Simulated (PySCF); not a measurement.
Gas-phase reaction: 2 GeH₃ + 2 HF = 2 GeH₄ + F₂

Computed with PySCF and rigid-rotor harmonic-oscillator thermochemistry at 1 bar. † marks an energy on the PBE0/def2-TZVP geometry and frequencies; other levels use their own. MP2 freezes the core. 6-31G* has spherical d functions here. Open shells (unrestricted): GeH₃ (multiplicity 2); the rest are closed-shell singlets. Ge: all electrons, no relativistic terms. GeH₃: computed as isolated molecules; such fragments, hydroxides, amides, oligomers or adducts are transient or little studied in the gas. MP2 isn't extrapolated to the basis-set limit; its ΔH°(298 K) is 264.2 kJ in def2-SVP and 292.0 kJ in def2-TZVPP. The harmonic model lacks anharmonicity and excited electronic states, which grow with temperature; levels with a mode under 35 cm⁻¹ are left out.

ΔH° and ΔS° at 298 K: HF/6-31G* 295 kJ, -171 J/K; MP2/def2-SVP† 264 kJ, -170 J/K; MP2/def2-TZVPP† 292 kJ, -170 J/K.

Task: With the heat capacities included, give log10 K (1 bar) at 800, 1200, 1400, 1600, 2000 K from HF/6-31G*, MP2/def2-SVP†, MP2/def2-TZVPP†.

Result: 
```tsv
T (K)	HF/6-31G*	MP2/def2-SVP†	MP2/def2-TZVPP†
800	-28.4	-26.3	-28.2
1200	-22.0	-20.6	-21.8
1400	-20.2	-18.9	-20.0
1600	-18.8	-17.7	-18.6
2000	-16.8	-15.9	-16.6
```
